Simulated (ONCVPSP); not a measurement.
**Potentials for carbon (C) compared**

Generated with ld1.x 7.5 (TM, RRKJ, ultrasoft, PAW), atompaw 4.2 or ONCVPSP 4.0.1. The cutoff is in Ry: for ld1.x and atompaw files where the sum of valence levels is converged to 10 mRy in a Bessel basis, for ONCV files where the hardest occupied wave has 1 mHa per electron of residual kinetic energy. The error is the largest all-electron minus pseudo excitation energy over each file’s own four to seven test configurations (ionisations up to +4, promotions, holes and added fractions of an electron), all of which were solved. The labels leave out finer settings (local radius, basis sizes, second energies), which also bear on the numbers. Spin-polarised tests are not counted. The rows are a selection from randomly drawn settings: files with unsolved tests, undetermined cutoffs or missed reference levels are left out.

A true bound ghost makes a file unfit for plane-wave use even where its test errors are small: the radial tests pick states by their node count and pass the ghost by.

```csv
potential,cutoff (Ry),largest error (meV),bound ghosts
"ONCV, LDA (Perdew-Zunger), scalar-relativistic, rc 1.25/1.45/1.50 (spd), local smoothed, core correction yes, reference 2s2 2p2, qcut 5.6/4.6/5.8, projectors 1/2/2",160,+433,none
"ONCV, PBEsol, scalar-relativistic, rc 0.85/2.60 (sp), local smoothed, core correction yes, reference 2s2 2p0.5, qcut 7.7/6.3, projectors 2/1",43,+216,s
"ONCV, PBE, scalar-relativistic, rc 1.20/1.85/1.80 (spd), local smoothed, core correction yes, reference 2s2 2p2, qcut 5.6/6.7/6.3, projectors 1/2/2",34,+629,none
"ONCV, PBE, non-relativistic, rc 1.15/1.70 (sp), local s, core correction yes, reference 2s2 2p1, qcut 6.5/6.6, projectors 0/2",38,+313,none
"ONCV, LDA (Perdew-Wang 92), scalar-relativistic, rc 1.10/1.50/1.35 (spd), local smoothed, core correction no, reference 2s2 2p2, qcut 4.8/5.4/6.6, projectors 2/1/2",118,+509,none
"ONCV, PBE, scalar-relativistic, rc 1.10/3.25 (sp), local smoothed, core correction yes, reference 2s2 2p2, qcut 4.6/3.5, projectors 2/2",134,+3320,none
"ONCV, PBE, scalar-relativistic, rc 1.00/2.10 (sp), local smoothed, core correction no, reference 2s2 2p2, qcut 8.3/6.5, projectors 2/2",43,+716,none
```

Problem. Fill in the row for C: ONCV, PW91, scalar-relativistic, rc 1.05/1.85 (sp), local smoothed, core correction yes, reference 2s2 2p1.75, qcut 6.3/9.1, projectors 2/1.

Solution. cutoff 41 Ry, largest error +120 meV, bound ghosts: none.

Problem. Fill in the row for C: ONCV, LDA (Perdew-Zunger), scalar-relativistic, rc 0.95/2.25 (sp), local smoothed, core correction yes, reference 2s2 2p2, qcut 5.4/5.2, projectors 3/3.

Solution. cutoff 62 Ry, largest error +1244 meV, bound ghosts: s.
